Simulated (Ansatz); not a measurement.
`CCCCCCCCCCCC[SeH]` with charge -1, relaxed as a doublet with UKS PBE-D4/def2-SVP in Ansatz, starting from the PBE-D4/def2-SVP geometry of the neutral singlet. Force threshold 0.03 eV/Å.

The highest occupied level of the relaxed charge -1 doublet lies above zero (up to 1.68 eV). By energy differences, losing it releases 0.68 eV (each at its own geometry, to the charge 0 singlet, at PBE0-D4/def2-TZVP). In the doublet geometry the species has come apart into loosely held pieces. The relaxation made no stability test and no search for a lower SCF solution.

Start:

```
atom   x (Å)   y (Å)   z (Å)
  C1  -5.032   0.719  -4.565
  C2  -4.599  -0.109  -3.355
  C3  -3.162   0.168  -2.904
  C4  -2.719  -0.660  -1.695
  C5  -1.281  -0.389  -1.246
  C6  -0.849  -1.232  -0.041
  C7   0.609  -1.043   0.400
  C8   0.937   0.353   0.944
  C9   2.384   0.527   1.429
 C10   2.738  -0.286   2.681
 C11   4.197  -0.148   3.148
 C12   4.557   1.252   3.642
Se13   6.431   1.448   4.243
 H14  -4.973   1.807  -4.352
 H15  -4.381   0.522  -5.443
 H16  -6.075   0.495  -4.867
 H17  -5.291   0.081  -2.504
 H18  -4.704  -1.193  -3.586
 H19  -3.053   1.252  -2.669
 H20  -2.467  -0.021  -3.754
 H21  -3.412  -0.468  -0.844
 H22  -2.833  -1.743  -1.930
 H23  -0.586  -0.584  -2.095
 H24  -1.173   0.693  -1.014
 H25  -1.523  -1.013   0.819
 H26  -1.015  -2.306  -0.281
 H27   1.285  -1.266  -0.457
 H28   0.843  -1.806   1.173
 H29   0.239   0.592   1.780
 H30   0.734   1.112   0.158
 H31   2.562   1.607   1.627
 H32   3.084   0.253   0.607
 H33   2.540  -1.363   2.492
 H34   2.054   0.004   3.511
 H35   4.385  -0.876   3.967
 H36   4.887  -0.433   2.325
 H37   3.892   1.578   4.468
 H38   4.470   2.009   2.837
 H39   6.301   0.468   5.353
```

(1) Estimate the energy that the relaxation releases and the steps that it takes.

(2) Does the start keep its bonding?

(3) Predict the relaxed structure.

## Answers

(1) 61.1 kJ/mol, in 17 steps; 71 s on 2 threads of AMD EPYC 7R13 on a shared host and a share (18 GiB) of an NVIDIA H100 80GB HBM3. The force fell under the threshold at step 16, but the optimiser went on. No frequencies were taken in this run, so the end may be a saddle point.

(2) Bonds lost: C12–Se13 (atoms count from 1). The end holds 2 separate pieces.

(3) 
```xyz
39

C    -5.0741    0.7359   -4.5707
C    -4.6496   -0.1074   -3.3676
C    -3.2091    0.1508   -2.9154
C    -2.7717   -0.6872   -1.7112
C    -1.3286   -0.4332   -1.2679
C    -0.8968   -1.2684   -0.0576
C     0.5658   -1.0823    0.3700
C     0.9202    0.3206    0.8799
C     2.3715    0.4856    1.3482
C     2.7701   -0.3185    2.5879
C     4.1876    0.0409    3.1185
C     4.3806    1.4545    3.5538
Se    7.0940    1.1510    4.8968
H    -5.0015    1.8213   -4.3476
H    -4.4240    0.5400   -5.4495
H    -6.1200    0.5268   -4.8757
H    -5.3391    0.0836   -2.5146
H    -4.7678   -1.1882   -3.6074
H    -3.0879    1.2318   -2.6743
H    -2.5172   -0.0407   -3.7675
H    -3.4591   -0.4893   -0.8569
H    -2.9005   -1.7684   -1.9494
H    -0.6402   -0.6411   -2.1194
H    -1.2036    0.6488   -1.0428
H    -1.5634   -1.0299    0.8032
H    -1.0779   -2.3433   -0.2864
H     1.2340   -1.3373   -0.4852
H     0.8025   -1.8242    1.1623
H     0.2342    0.5798    1.7206
H     0.7106    1.0659    0.0796
H     2.5658    1.5559    1.5864
H     3.0609    0.2322    0.5083
H     2.7186   -1.4140    2.3783
H     2.0255   -0.1209    3.3949
H     4.4184   -0.6564    3.9577
H     4.9307   -0.2149    2.3282
H     4.0074    1.7984    4.5285
H     4.8155    2.2092    2.8847
H     6.2182    0.3326    5.7793
```
Bond lengths: 11 × C–C 1.49 to 1.56 Å; 25 × C–H 1.10 to 1.12 Å; 1 × H–Se 1.49 Å.
